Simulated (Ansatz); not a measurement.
Consider the substitution at a C–N bond: `C/N=C(\C)BO` + `SB(Cl)Cl` → `CSB(Cl)Cl` + `CC(=N)BO`.

Calculated with Ansatz (gas phase, PBE0-D4/def2-TZVP geometries, no zero-point term in ΔE). CBS: MP2 limit from def2 TZ/QZ plus the TZ coupled-cluster correction, frozen cores. DFT in def2-TZVPP. Each species was taken in one conformer, which may not be the lowest.

`C/N=C(\C)BO`:

```xyz
14

C    -0.088    1.235   -1.750
N    -0.565    1.060   -0.400
C    -0.154    0.050    0.270
C     0.804   -0.980   -0.263
B    -0.729   -0.055    1.725
O    -0.338   -1.102    2.491
H     1.005    1.331   -1.784
H    -0.526    2.135   -2.182
H    -0.350    0.381   -2.387
H     1.011   -1.748    0.481
H     1.752   -0.516   -0.556
H     0.401   -1.462   -1.159
H    -1.492    0.768    2.147
H    -0.730   -1.098    3.367
```

`SB(Cl)Cl`:

```xyz
5

S     1.173   -0.710    0.352
B    -0.222    0.386    0.140
Cl   -0.328    1.773    1.196
Cl   -1.458    0.120   -1.066
H     0.835   -1.570   -0.623
```

`CSB(Cl)Cl`:

Cartesian coordinates in Å:
```
C -0.712 -1.076 0.226
S 0.916 -0.611 -0.403
B 0.930 1.162 -0.308
Cl -0.420 2.103 0.288
Cl 2.380 1.982 -0.845
H -0.835 -0.744 1.255
H -0.759 -2.163 0.185
H -1.499 -0.654 -0.397
```

`CC(=N)BO`:

Z-matrix (Å, degrees):
```
C
C 1 1.501
H 1 1.093 2 111.6
H 1 1.094 2 110.4 3 121.5
H 1 1.094 2 110.4 3 -121.5
N 2 1.277 1 124.6 3 0.0
B 2 1.578 1 119.8 3 180.0
H 6 1.025 2 110.9 1 0.0
O 7 1.353 2 117.5 1 -0.3
H 7 1.198 2 121.1 1 179.8
H 9 0.960 7 113.4 2 -180.0
```

```csv
level,ΔE (kcal/mol)
ωB97X-V,-4.5
B2PLYP,-4.6
PBE,-4.4
r2SCAN,-4.5
SCS-MP2/def2-TZVPP,-4.7
HF/def2-QZVPP,-5.1
HF/CBS(def2),-5.1
CCSD/CBS(def2),-5.0
```

Q: What does CCSD(T)/CBS give? (Best estimate.)

A: Computed: -5.1 kcal/mol. The listed levels differ from it by 0.6, 0.5, 0.7, 0.6, 0.4, 0.0, 0.0, 0.1 kcal/mol.

Largest T1 diagnostic among the species: 0.013.
